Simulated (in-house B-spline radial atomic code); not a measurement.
Configurations of Se, with energies counted from [Ar] 3d10 4s2 4p4. Computed with a radial B-spline atomic code at the basis-set limit: Dirac-Hartree-Fock, average of configuration, Fermi nucleus of rms radius 4.14 fm. Energies include first-order Breit, QED and recoil terms.

Occupations are held fixed; configurations that lie above the ionisation limit could autoionise.

```csv
configuration,E - E(ref) (eV),highest orbital,its <r> (bohr)
[Ar] 3d10 4s2 4p3 4d1,8.2941,4d3/2,9.274
[Ar] 3d10 4s2 4p3 7s1,9.0784,7s1/2,24.77
[Ar] 3d10 4s2 4p3 8s1,9.3742,8s1/2,38.47
[Ar] 3d10 4s1 4p4 7d1,21.968,7d3/2,47.53
[Ar] 3d9 4s2 4p4 7s1,61.574,7s1/2,24.34
[Ar] 3d9 4s2 4p4 5f1,61.872,5f5/2,31.47
[Ar] 3d9 4s2 4p4 5g1,61.872,5g9/2,27.5
```

Task: Order these further configurations by energy, lowest first.
A. [Ar] 3d10 4s1 4p4 4d1
B. [Ar] 3d10 4s1 4p4 5f1
C. [Ar] 3d9 4s2 4p4 7g1
D. [Ar] 3d10 4s1 4p4 7g1
E. [Ar] 3d10 4s2 4p3 6s1

Result: E (8.4398 eV), A (20.726 eV), B (21.825 eV), D (22.092 eV), C (62.139 eV).

Task: How far above the reference does [Ar] 3d10 4s1 4p4 7f1 lie?

Result: 22.092 eV; its least bound orbital is 7f5/2 with <r> = 67.44 bohr.

Task: How far above the reference does [Ar] 3d10 4s2 4p3 4f1 lie?

Result: 9.0552 eV; its least bound orbital is 4f5/2 with <r> = 17.98 bohr.
